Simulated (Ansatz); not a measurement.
Calculated with Ansatz (gas phase, PBE0-D4/def2-TZVP geometries, no zero-point term in ΔE). CBS: MP2 limit from def2 TZ/QZ plus the TZ coupled-cluster correction, frozen cores. Functionals use def2-TZVPP. B3LYP here is the variant with VWN-RPA as its local correlation; programs differ in this. One conformer a species, not always the lowest.

Reaction (isomerisation): `B/C=C(\C)O` → `CC1CB1O`

`B/C=C(\C)O`:

Z-matrix (Å, degrees):
```
C
C 1 1.488
H 1 1.095 2 110.0
H 1 1.095 2 110.0 3 118.5
H 1 1.086 2 111.4 3 -120.8
C 2 1.355 1 126.9 3 121.1
O 2 1.345 1 114.7 3 -59.0
B 6 1.506 2 124.9 1 -0.1
H 6 1.088 2 114.2 1 179.9
H 7 0.962 2 110.2 1 0.1
H 8 1.198 6 120.3 2 179.9
H 8 1.200 6 122.0 2 -0.1
```

`CC1CB1O`:

Cartesian coordinates in Å:
```
C 1.095 0.675 -0.968
C -0.180 0.600 -0.165
C -1.006 -0.741 -0.189
B -0.339 -0.243 1.087
O -0.025 -0.416 2.380
H 1.715 1.516 -0.648
H 1.695 -0.232 -0.846
H 0.892 0.792 -2.037
H -0.810 1.483 -0.257
H -2.076 -0.652 -0.356
H -0.563 -1.560 -0.752
H -0.399 -1.221 2.751
```

| level | ΔE (kcal/mol) | difference from CCSD(T)/CBS |
| --- | --- | --- |
| PBE-D4 | -20.9 | 0.8 |
| B3LYP-D4 | -18.7 | 3.0 |
| ωB97M-V | -22.5 | -0.8 |
| PBE | -21.1 | 0.6 |
| B3LYP | -19.1 | 2.6 |
| SCS-MP2/def2-TZVPP | -21.7 | 0.0 |
| HF/def2-QZVPP | -17.6 | 4.1 |
| SCS-MP2/def2-QZVPP | -22.0 | -0.3 |
| HF/CBS(def2) | -17.6 | 4.1 |
| CCSD/CBS(def2) | -22.5 | -0.8 |
| CCSD(T)/CBS | -21.7 | 0 |

Largest T1 diagnostic among the species: 0.013.

In def2-TZVPP, CCSD(T) changes the Hartree–Fock value by −3.7 kcal/mol (the triples alone add +0.8 kcal/mol) and MP2 by −5.9 kcal/mol. From PBE to PBE0 (25 % exact exchange), in def2-TZVPP and without D4, ΔE moves by −2.0 kcal/mol.
